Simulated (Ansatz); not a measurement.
Relaxation of a periodic cell of 13 atoms, Ti₁₂H (host Ti, host structure hcp, interstitial H), to a largest force component of 0.03 eV/Å in at most 60 steps.

All numbers below come from Ansatz 0.2.0, DFT PBE-D3(BJ), scalar-relativistic, plane waves, PAW. Settings: cutoff 420 eV, k mesh 3x2x4, gaussian smearing 0.15 eV, no spin polarisation.

```xyz
13
Lattice="5.9000 0.0000 0.0000 -4.4250 7.6643 0.0000 0.0000 0.0000 4.6846" Properties=species:S:1:pos:R:3
Ti 0.000 0.000 0.000
Ti 0.000 1.703 2.342
Ti -1.475 2.555 0.000
Ti -1.475 4.258 2.342
Ti -2.950 5.110 0.000
Ti -2.950 6.813 2.342
Ti 2.950 0.000 0.000
Ti 2.950 1.703 2.342
Ti 1.475 2.555 0.000
Ti 1.475 4.258 2.342
Ti 0.000 5.110 0.000
Ti 0.000 6.813 2.342
H 1.540 2.465 2.822
```

**Question.** Where does it end, and by what steps?

**Answer.** The forces met the threshold. Limits of this set-up: coarse k mesh, odd electron count without spin, a small cell, in which the defect meets its images. After 3 steps the energy has fallen by 0.165 eV; H13 moved furthest, 0.12 Å.

```json
{"step": "0", "energy less start (eV)": "0.0000", "largest force component (eV/Å)": "1.272", "accepted": "yes"}
{"step": "1", "energy less start (eV)": "-0.1368", "largest force component (eV/Å)": "0.377", "accepted": "yes"}
{"step": "2", "energy less start (eV)": "-0.1638", "largest force component (eV/Å)": "0.052", "accepted": "yes"}
{"step": "3", "energy less start (eV)": "-0.1650", "largest force component (eV/Å)": "0.013", "accepted": "yes"}
```

```xyz
13
Lattice="5.9000 0.0000 0.0000 -4.4250 7.6643 0.0000 0.0000 0.0000 4.6846" Properties=species:S:1:pos:R:3
Ti -0.008 -0.036 0.042
Ti -0.042 1.654 2.314
Ti -1.474 2.530 0.005
Ti -1.465 4.251 2.327
Ti -2.926 5.128 -0.011
Ti -2.934 6.815 2.357
Ti 2.969 -0.009 0.027
Ti 2.990 1.665 2.310
Ti 1.472 2.537 0.017
Ti 1.494 4.332 2.280
Ti -0.004 5.112 0.001
Ti -0.006 6.795 2.366
H 1.473 2.568 2.840
```

Time of the run: 6.2 s on 4 threads of AMD EPYC 9R45 96-Core Processor (Zen 5), on a shared host, peak memory 0.84 GiB.
